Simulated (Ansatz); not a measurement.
`C[O][Al]([OH])[OH]` and `[OH][Al]([OH])[O][SiH3]` differ in one element.

Ansatz, PBE0-D4/def2-TZVP geometries, multiplicity 1. Each molecule was computed in one conformer, which needn't be the lowest.

```csv
property,`C[O][Al]([OH])[OH]`
HOMO–LUMO gap (PBE0/def2-TZVPP) / eV,7.72
HOMO–LUMO gap (B3LYP/def2-TZVPP) / eV,7.15
HOMO–LUMO gap (PBE/def2-TZVPP) / eV,5.27
LUMO energy (PBE0/def2-TZVPP) / eV,-0.35
HOMO energy (PBE/def2-TZVPP) / eV,-6.50
LUMO energy (PBE/def2-TZVPP) / eV,-1.23
```

(1) What does the change do to each property? (An estimate is asked.)

Results:

(1) Ansatz gave: 
```csv
property,`[OH][Al]([OH])[O][SiH3]`,shift
HOMO–LUMO gap (PBE0/def2-TZVPP) / eV,8.07,0.35
HOMO–LUMO gap (B3LYP/def2-TZVPP) / eV,7.55,0.40
HOMO–LUMO gap (PBE/def2-TZVPP) / eV,5.75,0.48
LUMO energy (PBE0/def2-TZVPP) / eV,-0.66,-0.31
HOMO energy (PBE/def2-TZVPP) / eV,-7.28,-0.78
LUMO energy (PBE/def2-TZVPP) / eV,-1.53,-0.30
```

With PBE0 the HOMO falls by 0.67 eV and the LUMO falls by 0.31 eV, so the gap widens by about 0.36 eV. PBE moves the HOMO by -0.78 eV and ωB97M-V by -0.55 eV.

B3LYP here is the variant with VWN-RPA as its local correlation; programs differ in this.
